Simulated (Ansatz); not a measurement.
Start from `B[CH2][AlH2]` and change one atom or group to get `CB[CH2][AlH2]`.

Ansatz, PBE0-D4/def2-TZVP geometries, multiplicity 1. Each molecule was computed in one conformer, which needn't be the lowest.

```
                                        property  `B[CH2][AlH2]`
             LUMO energy (B3LYP/def2-TZVPP) / eV           -2.25
             HOMO energy (B3LYP/def2-TZVPP) / eV           -8.09
size of the dipole moment (B3LYP/def2-TZVPP) / D            1.24
             HOMO–LUMO gap (PBE/def2-TZVPP) / eV            4.28
               HOMO energy (PBE/def2-TZVPP) / eV           -7.17
           LUMO energy (ωB97M-V/def2-TZVPP) / eV           -0.34
```

Question: What does the change do to each property? (Best estimate.)

Answer: Ansatz gave: 
```tsv
property	`CB[CH2][AlH2]`	shift
LUMO energy (B3LYP/def2-TZVPP) / eV	-1.98	0.27
HOMO energy (B3LYP/def2-TZVPP) / eV	-7.85	0.24
size of the dipole moment (B3LYP/def2-TZVPP) / D	0.80	-0.44
HOMO–LUMO gap (PBE/def2-TZVPP) / eV	4.30	0.02
HOMO energy (PBE/def2-TZVPP) / eV	-6.88	0.29
LUMO energy (ωB97M-V/def2-TZVPP) / eV	-0.12	0.22
```

The zero-point energy changes by 74.9 kJ/mol with +9 modes. Dipoles are sizes alone; their direction can turn.

B3LYP here is the variant with VWN-RPA as its local correlation; programs differ in this.
